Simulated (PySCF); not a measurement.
CH₆OZr, multiplicity 1. Atoms are numbered in the order given.

```xyz
9

Zr     0.0000     0.0000     0.7365
O      0.0000     0.0000    -1.1507
C      0.0000     0.0000    -2.5508
H     -0.8958     0.5172    -2.9329
H      0.8958     0.5172    -2.9329
H      0.0000    -1.0344    -2.9329
H      1.5472    -0.8933     1.2824
H     -1.5472    -0.8933     1.2824
H      0.0000     1.7865     1.2824
```

Coordinates come from a B3LYP-D3(BJ)/def2-SVP optimisation. The spin state was assumed, not searched. The structure was generated by enumeration; whether it is a known compound was not checked. The def2 effective core potentials stand for the cores of Zr; spin–orbit coupling is left out.

Level of theory: PBE/def2-TZVPD (PySCF).

Symmetry labels are those of the subgroup Cs that the program uses (full group C3v).

Problem. List the valence orbital energies around the gap with their symmetry. (An estimate is asked for; the answer gives what the named calculation found.)

Solution. 
```tsv
orbital	symmetry	energy (eV)
HOMO−7	A'	-11.99
HOMO−6	A'	-11.50
HOMO−5	A"	-11.50
HOMO−4	A'	-7.83
HOMO−3	A"	-7.83
HOMO−2	A'	-7.29
HOMO−1	A"	-6.57
HOMO	A'	-6.57
LUMO	A'	-2.59
LUMO+1	A"	-2.59
LUMO+2	A'	-1.90
LUMO+3	A"	-1.28
```
